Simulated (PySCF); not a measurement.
# Computed data sheet: neo-PeOEt, `CCOCC(C)(C)C`

Species: neo-PeOEt, C7H16O.
SMILES with atom numbers: `[CH3:1][CH2:2][O:3][CH2:4][C:5]([CH3:6])([CH3:7])[CH3:8]` (hydrogens: H9, H10, H11 on C1; H12, H13 on C2; H14, H15 on C4; H16, H17, H18 on C6; H19, H20, H21 on C7; H22, H23, H24 on C8)

Among its groups: ether.

GFN2-xTB geometry:

| Property | Result |
| --- | --- |
| Point group of the GFN2-xTB geometry | C1 |
| Rotational constants A, B, C of the GFN2-xTB geometry | 3.624, 1.042, 1.008 GHz |

PBE0/pcSseg-1 ground state and GIAO shieldings, non-relativistic (PySCF):

| Property | Result |
| --- | --- |
| Dipole moment | 1.19 D |
| HOMO energy | -7.27 eV |
| LUMO energy | 1.40 eV |
| HOMO–LUMO gap | 8.67 eV |
| Lowest Hirshfeld atomic charge | -0.13 e on C1 |
| Highest Hirshfeld atomic charge | +0.05 e on H10 |
| 13C chemical shifts (computed TMS as zero) by class | 82.5 (C4), 70.2 (C2), 34.8 (C5), 28.3 (C6/C7/C8), 15.9 (C1) ppm |
| 1H chemical shifts (computed TMS as zero) by class | 3.88 (H12/H13), 3.13 (H14/H15), 1.21 (H9/H10/H11), 0.97 (H16/H17/H18/H19/H20/H21/H22/H23/H24) ppm |
| Isotropic shieldings of nuclei other than C and H, by class | 284 (O3) ppm |
| Mayer bond orders between heavy atoms | C1–C2 1.05, C2–O3 0.94, O3–C4 0.91, C4–C5 0.98, C5–C6 1.02, C5–C7 1.01, C5–C8 1.01 |

Monoisotopic mass from the formula: 116.1201 u.

The rotational constants make it an asymmetric top with κ = (2B − A − C)/(A − C) = -0.97, nearer the prolate limit (−1). In atomic units the dipole is 0.47 e·bohr (1 au = 2.5417 D). With B = h/(8π²I), that is 505.379 GHz u Å² over I, the principal moments of inertia are 139.4, 485.2 and 501.5 u Å² (most abundant isotopes).

One conformer (not necessarily the lowest) at the GFN2-xTB geometry, without solvent or vibrations. NMR classes are plain means over equivalent atoms (diastereotopic ones count apart unless rotation or inversion swaps them), as if these changed places fast; in this geometry the members of some classes differ.

For the NMR shielding job (PBE0/pcSseg-1), on an Arm Neoverse V2 with one thread (shared host), this took 34 s of wall time.

Conformer computed: `[CH3:1][CH2:2][O:3][CH2:4][C:5]([CH3:6])([CH3:7])[CH3:8]`: C1–C2–O3–C4 72°, C2–O3–C4–C5 172°, O3–C4–C5–C6 180°.
